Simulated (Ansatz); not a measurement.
`C#CBCC` + `[SiH3]S` → `CCBS[SiH3]` + `C#C` at 700 K and 1 bar (ligand exchange at a B–C bond).

Gas-phase electronic energies from Ansatz, PBE0-D4/def2-TZVP geometries. CCSD(T)/CBS is the MP2 limit (def2-TZVPP, def2-QZVPP) plus CCSD(T) − MP2 in def2-TZVPP, frozen cores. This one scheme is used for every species. Each species was taken in one conformer, which may not be the lowest.

| species | CCSD(T)/CBS energy (Eh) | H − E (kJ/mol) | S (J/(mol·K)) |
| --- | --- | --- | --- |
| `C#CBCC` | -181.15678 | 330.9 | 452.5 |
| `[SiH3]S` | -689.27336 | 135.5 | 340.5 |
| `CCBS[SiH3]` | -793.21725 | 371.8 | 527.3 |
| `C#C` | -77.22717 | 102.1 | 244.4 |

H − E and S are ideal-gas, rigid-rotor, harmonic terms from PBE0-D4/def2-TZVP, for one conformer and one mirror image of each species. 1 Eh = 2625.50 kJ/mol, R = 8.31446 J/(mol·K).

By hand: ΔE, ΔH, ΔS and ΔG.

ΔE = (-793.21725) + (-77.22717) − (-181.15678) − (-689.27336) = -0.01428 Eh = -37.5 kJ/mol. Δ(H − E) = 371.8 + 102.1 − 330.9 − 135.5 = 7.5, so ΔH = -30.0 kJ/mol. ΔS = 527.3 + 244.4 − 452.5 − 340.5 = -21.3 J/(mol·K). ΔG = -30.0 − 700 × (-21.3)/1000 = -15.1 kJ/mol.

By hand: the equilibrium constant, and the temperature at which ΔG would vanish if ΔH and ΔS stayed fixed.

log₁₀ K = −ΔG/(RT ln 10) = 1.1. ΔG = 0 at ΔH/ΔS = 1408 K.

TΔS isn't small against ΔH here. A doubt of 5 kJ/mol in ΔE shifts log₁₀ K by 0.4 here. Other conformers and mirror images would add mixing entropy, several J/(mol·K) or more a flexible species. Modes under 60 cm⁻¹, often nearly free rotors, make the harmonic entropy too high. These are equilibria of isolated gas molecules and say nothing of rates. Largest T1 diagnostic: 0.013 (customary marks: 0.02 for closed shells, 0.045 for open ones).
